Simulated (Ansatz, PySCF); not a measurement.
CH₄BrGaO, SMILES [CH3][Ga]([OH])[Br].

Coordinates come from a B3LYP-D3(BJ)/def2-SVP optimisation. The structure was generated by enumeration; whether it is a known compound was not checked. One conformer was computed; it need not be the lowest.

Vertical ionisation energy (IE) and electron affinity (EA) in eV. Rows of orbital energies are one-electron estimates. Where ΔSCF, EOM or ADC give a negative EA the extra electron is unbound and the value depends on the basis.

```
level                                                                   IE     EA
-------------------------------------------------------------------  -----  -----
−ε(HOMO), −ε(LUMO), HF/def2-TZVP (PySCF)                             11.19  -2.12
−ε(HOMO), −ε(LUMO), PBE/def2-TZVP (PySCF)                             6.90   1.53
ΔSCF, PBE0/def2-SVPD (Ansatz), final states of multiplicity 2 and 2  10.46  -0.32
ΔSCF, PBE/def2-SVPD (Ansatz), final states of multiplicity 2 and 2   10.07  -0.17
```

**Question.** What vertical singlet–triplet gap does ΔSCF give with PBE0/def2-SVPD (Ansatz, a program for electronic structure) and with PBE/def2-SVPD (Ansatz)? (An estimate is asked for; the answer gives what the named calculation found.)

**Answer.** 5.86 and 5.33 eV (triplet above singlet where positive).
